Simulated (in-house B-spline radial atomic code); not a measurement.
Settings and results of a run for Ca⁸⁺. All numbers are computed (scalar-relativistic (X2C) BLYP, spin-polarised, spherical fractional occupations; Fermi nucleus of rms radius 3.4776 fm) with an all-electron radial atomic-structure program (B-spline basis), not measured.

Command:
```bash
python run_scf.py task.json out
```
Settings (nuclear radius in fm, mass in u):
```
Z                20
configuration    [Ne] 3s2
hamiltonian      x2c
method           b88,lyp
spin_polarised   True
nucleus          fermi
rms_radius       3.4776
atomic_mass      39.96259
speed_of_light   137.035999084
```

Output (hartree, bohr):
```
 radial grid: 65 intervals, B-splines of order 8, outer radius 7.931 bohr

 iter        energy (Eh)    residual
    1        -650.360437    1.10e+00
    2        -657.667131    3.35e-01
    3        -658.249698    1.20e-01
    4        -658.330079    4.23e-02
    5        -658.340950    1.28e-02
    6        -658.341989    4.35e-05
    7        -658.341989    1.35e-06
    8        -658.341989    2.56e-08

 total energy                      -658.34199
 kinetic                             663.7694
 electron-nucleus                  -1489.4344
 Hartree                             199.1135
 exchange-correlation                -31.7906

 orbital      occ     eigenvalue          <r>       <r^2>       <1/r>       r_max
 1s up      1.000      -151.4922    0.0765723  0.00789884     19.9115     0.05001
 1s down    1.000      -151.4922    0.0765723  0.00789884     19.9115     0.05001
 2s up      1.000       -21.1808     0.361095    0.154209     4.10355      0.2986
 2s down    1.000       -21.1808     0.361095    0.154209     4.10355      0.2986
 2p up      3.000       -18.3153      0.32351     0.12912     3.99159      0.2446
 2p down    3.000       -18.3153      0.32351     0.12912     3.99159      0.2446
 3s up      1.000        -6.5693     0.998924     1.13511      1.4289      0.9135
 3s down    1.000        -6.5693     0.998924     1.13511      1.4289      0.9135
```

Time taken, with all properties: 0.14 s on 1 thread of Arm Neoverse V2 (shared host).
